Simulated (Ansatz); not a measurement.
Species: BAsH3, charge 0, doublet. BAsH3 (SMILES B[AsH], doublet).
B3LYP-D3(BJ)/def2-TZVP minimum from Ansatz (a first-principles code):
```
B
H 1 1.1896
H 1 1.1900 2 120.06
As 1 2.0090 2 120.67 3 175.15
H 4 1.5308 1 95.18 2 34.22
```
Charge 0, spin multiplicity 2.

Property: atomisation energy (electronic, to ground-state atoms), in kcal/mol. Radicals and triplets start from unrestricted determinants; spin-orbit coupling is neglected. Cores are frozen in correlated methods (noble-gas shells, and filled d and f shells in the p block). No relativity. CBS(X,Y): correlation extrapolated as X^-3, Hartree-Fock from the larger set. A bracket is a step between two methods taken in the basis named. Double hybrids freeze cores in their MP2 part. For partners of very few electrons the exact lower level stands in for a higher one.

CCSD(T)/CBS(cc-pVTZ,cc-pVQZ) + [CCSDT(Q) - CCSD(T)]/cc-pVTZ + [CCSDTQ - CCSDT(Q)]/cc-pVDZ (Ansatz) gives 311.5 kcal/mol.

### Question
What does PBE/def2-TZVPD (Ansatz) give here, and how do the other levels compare?

### Answer
PBE gives 318.6 kcal/mol, 7.1 kcal/mol above it. Differences of the others: r2SCAN/def2-TZVPD (Ansatz) 8.1; B3LYP/def2-TZVPD (Ansatz) 7.8; B2PLYP/def2-TZVPD (Ansatz) 0.7; CCSD(T)/CBS(cc-pVTZ,cc-pVQZ) (Ansatz) -0.3 kcal/mol.
